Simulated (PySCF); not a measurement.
C5H10F2S.
Z-matrix (Å and degrees, PBE0-D3(BJ)/def2-SVP geometry), rows numbered from 1:
```
C 
C   1  1.5168
S   2  1.8140  1  114.76
C   3  1.8190  2  100.50  1   -73.53
C   4  1.5190  3  110.44  2   165.26
C   5  1.5082  4  113.22  3   -69.04
F   6  1.3572  5  109.52  4   -61.96
F   6  1.3523  5  109.74  4  -179.94
H   1  1.1006  2  111.82  3    61.87
H   1  1.0998  2  110.82  3   -58.30
H   1  1.1019  2  110.56  3  -178.49
H   2  1.1028  1  111.75  3  -123.98
H   2  1.1014  1  110.75  3   117.51
H   4  1.1011  3  109.25  2   -73.42
H   4  1.1010  3  109.66  2    44.86
H   5  1.1022  4  109.87  3   171.65
H   5  1.1017  4  111.01  3    53.20
H   6  1.1032  5  113.33  4    58.40
```

All values: CAM-B3LYP/def2-SVPD (PySCF, non-relativistic), on one gas-phase PBE0-D3(BJ)/def2-SVP geometry that isn't relaxed in the solvent. The solvent is an IEF-PCM continuum (Bondi radii, 1.10 Å for H, scaled by 1.2). Specific hydrogen bonds and non-electrostatic terms are outside this model.

Gas phase at CAM-B3LYP/def2-SVPD: HOMO -7.95 eV, LUMO 1.14 eV, dipole 2.81 D.

Task: What does the continuum do to the energy, the frontier levels and the dipole at CAM-B3LYP/def2-SVPD in tetrahydrofuran and dichloromethane?

Result: 
| solvent | ε | E(solvent) − E(gas) (kcal/mol) | polarisation term (kcal/mol) | distortion of the solute (kcal/mol) | HOMO (eV) | LUMO (eV) | dipole (D) |
| --- | --- | --- | --- | --- | --- | --- | --- |
| tetrahydrofuran | 7.426 | -4.55 | -5.09 | 0.54 | -7.84 | 1.33 | 3.35 |
| dichloromethane | 8.93 | -4.73 | -5.31 | 0.58 | -7.84 | 1.33 | 3.37 |

The polarisation term is half the interaction of the solute with the surface charges that it induces; the rest is the cost of distorting the solute's density. The sum is the electrostatic part of solvation alone. From tetrahydrofuran to dichloromethane the lowering changes by a factor 1.04, Onsager's factor (ε − 1)/(2ε + 1) by 1.04 and ε itself by 1.2.

Task: Which radius a makes the point-dipole formula ΔE = −[(ε − 1)/(2ε + 1)]·μ²/a³ give the value in dichloromethane, with the gas-phase dipole?

Result: μ = 1.104 au and |ΔE| = 0.00754 Eh give a = 2.16 Å; the farthest nucleus lies 3.79 Å from the centroid of the nuclei, so such a sphere wouldn't even hold the nuclei. The formula assumes a rigid point dipole at the centre of a sphere.

Task: How does the static polarisability (CAM-B3LYP/def2-SVPD, frozen core, with the continuum's full static response) change?

Result: 
| medium | isotropic (au) | principal values (au) | ⟨r²⟩ of the electrons (bohr²) |
| --- | --- | --- | --- |
| gas | 84.8 | 75.0, 78.4, 100.8 | 1599.9 |
| tetrahydrofuran | 108.0 | 98.5, 103.0, 122.5 | 1600.0 |
| dichloromethane | 109.2 | 99.8, 104.4, 123.4 | 1600.0 |

The isotropic value in dichloromethane is 1.29 times the gas-phase one; no cavity-field correction is applied. ⟨r²⟩ is taken about the centre of nuclear charge.
